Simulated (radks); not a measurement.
Excited configurations of Pd II: one electron is placed in a higher orbital outside [Kr] 4d8. The ground configuration is [Kr] 4d9. Method: scalar-relativistic Kohn-Sham, PBE, spin-unpolarised, spherical densities, point nucleus; computed with a radial shooting solver on a logarithmic mesh with Libxc functionals. Excitation = E - E(ground); binding = E(ion) - E, where the ion is the core of charge +2; n* = 2/sqrt(2 binding) in atomic units, and the quantum defect is n - n*.

| outer orbital | excitation (eV) | binding (eV) | quantum defect | eigenvalue (eV) |
|---|---|---|---|---|
| 4f | 17.303 | 3.515 | 0.065 | -2.488 |
| 5s | 4.525 | 16.294 | 3.172 | -12.453 |
| 5p | 9.843 | 10.976 | 2.773 | -7.961 |
| 5f | 18.438 | 2.381 | 0.219 | -1.798 |
| 6f | 19.115 | 1.703 | 0.347 | -1.333 |
| 7p | 17.676 | 3.143 | 2.839 | -2.505 |

The Delta-SCF ionisation energy is 20.818 eV (NIST Atomic Spectra Database: 19.4 eV, semi-empirical). Self-interaction in the functional shifts the binding energies and quantum defects, so they are the method's values and not measured ones. Spin polarisation and multiplet splitting are left out, so open shells lie too high by an amount that depends on their filling.

Beside tabulated values, note that spin-unpolarised runs miss the spin-polarisation part of the exchange energy of open shells.
